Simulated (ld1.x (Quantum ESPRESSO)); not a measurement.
An all-electron radial function and its pseudo partner (carbon)

Columns: radius, all-electron u(r) and pseudo u(r) of the 2p shell (level -5.42 eV) of carbon in the configuration [He] 2s2 2p2; LDA (PZ), non-relativistic, TM scheme, ld1.x (Quantum ESPRESSO) 7.5.

```csv
r (bohr),all-electron,pseudo
0.100,0.0476,0.0185
0.200,0.1461,0.0720
0.300,0.2571,0.1546
0.400,0.3627,0.2570
0.500,0.4551,0.3681
0.600,0.5319,0.4765
0.700,0.5928,0.5721
0.800,0.6389,0.6479
0.900,0.6716,0.7008
1.000,0.6926,0.7311
1.100,0.7038,0.7423
1.200,0.7067,0.7390
1.300,0.7030,0.7263
1.400,0.6940,0.7084
1.500,0.6808,0.6882
1.600,0.6644,0.6674
1.700,0.6456,0.6464
1.800,0.6250,0.6251
1.900,0.6032,0.6032
2.000,0.5806,0.5806
2.100,0.5575,0.5575
2.200,0.5343,0.5343
2.300,0.5112,0.5112
2.400,0.4883,0.4883
2.500,0.4657,0.4657
2.600,0.4437,0.4437
```

(1) How many radial nodes do the two functions have?

(2) At about which radius was the pseudo-wave matched?

(3) Where does each function peak?

(4) Is the pseudo-wave norm-conserving?

Results:

(1) The all-electron 2p function has n − l − 1 = 0; the pseudo-wave has 0.

(2) 2.00 bohr. The columns agree to 0.0005 from 1.80 bohr on; several derivatives are matched, so the curves merge somewhat inside the radius.

(3) Outermost all-electron maximum near 1.20 bohr, pseudo maximum near 1.10 bohr (to the table’s step).

(4) Yes: the TM scheme keeps the norm inside the radius equal to the all-electron one, which fixes the energy derivative of the logarithmic derivative at the level.
